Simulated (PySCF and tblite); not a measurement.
Values are calculated unless marked as measured or tabulated.
2 regioisomers of C₇H₁₆OSi:

```csv
isomer,SMILES
A,[CH3:1][Si:2]([CH3:3])([CH3:4])[C@@H:5]1[CH2:6][CH2:7][O:8][CH2:9]1
B,[CH3:1][Si:2]([CH3:3])([CH3:4])[C@@H:5]1[CH2:6][CH2:7][CH2:8][O:9]1
```

Protocol: conformer search, at most 6 conformers an isomer, GFN2-xTB geometries, energies PBE0/6-31G* (D3(BJ) added where defined), GIAO shieldings PBE0/6-31G*, weights at 298.15 K with GFN2-xTB thermal terms. Programs: PySCF with density fitting and tblite.

Question: What shifts does each isomer give (ppm; of two unlike H on one atom, a is the less shielded)?

Answer: 
A: ¹H (against TMS): 4.14 (H9a, 1H), 4.07 (H7a, 1H), 3.88 (H7b, 1H), 3.72 (H9b, 1H), 1.88 (H6a, 1H), 1.79 (H6b, 1H), 1.43 (H5, 1H), -0.02 (H1/H3/H4, 9H). ¹³C (against TMS): 69.5 (C9), 67.1 (C7), 30.0 (C6), 29.3 (C5), -2.1 (C1/C3/C4). ²⁹Si (against TMS): 3.7 (Si2).

B: ¹H (against TMS): 4.14 (H8a, 1H), 3.95 (H8b, 1H), 3.72 (H5, 1H), 1.92 (H6a, 1H), 1.91 (H7a, 1H), 1.87 (H7b, 1H), 1.76 (H6b, 1H), 0.00 (H1/H3/H4, 9H). ¹³C (against TMS): 69.8 (C5), 67.7 (C8), 29.9 (C6), 29.8 (C7), -2.9 (C1/C3/C4). ²⁹Si (against TMS): 4.6 (Si2).

Unscaled ²⁹Si shifts at such levels can be off by tens of ppm; differences between conformers or isomers are more reliable. Shifts are unscaled: against experiment ¹³C can be off by 15 ppm or more and ¹H by 0.8 ppm.
